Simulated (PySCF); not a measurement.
**Diatomics of Te with the second period**

PBE0 with double-zeta basis sets in PySCF, for the lowest determinant that a PBE0 search found; no spin–orbit coupling. De refers to high-spin ground-configuration atoms. A positive dipole means M(−)Te(+).

| M | basis | state (unpaired electrons) | Re (Å) | ωe (cm⁻¹) | De (eV) | μ (D) |
| --- | --- | --- | --- | --- | --- | --- |
| Li | def2-SVP | doublet (π ↑) | 2.481 | 459 | 2.56 | -7.04 |
| B | aug-cc-pVDZ/aug-cc-pVDZ-PP | doublet (σ ↑) | 1.959 | 829 | 4.00 | 0.12 |
| C | x2c-SVPall | singlet (closed shell) | 1.885 | 913 | 4.68 | 2.63 |
| O | def2-SVP | triplet (π ↑↑) | 1.851 | 812 | 3.59 | 2.93 |
| F | def2-SVP | doublet (π ↑) | 1.938 | 637 | 3.22 | 2.35 |

(1) By what factor does the harmonic wavenumber vary along the series?

The rows differ in basis set, which adds steps of its own.

The state changes along the series, so neighbouring rows are not always alike in their bonding.

These are scalar-relativistic numbers at best; spin–orbit coupling would shift them, the dissociation energy most. States were picked by a PBE0 search and need not be the measured ground states.

Answers

(1) At PBE0 it runs from 459 cm⁻¹ (LiTe) to 913 cm⁻¹ (TeC), a factor of 1.99.
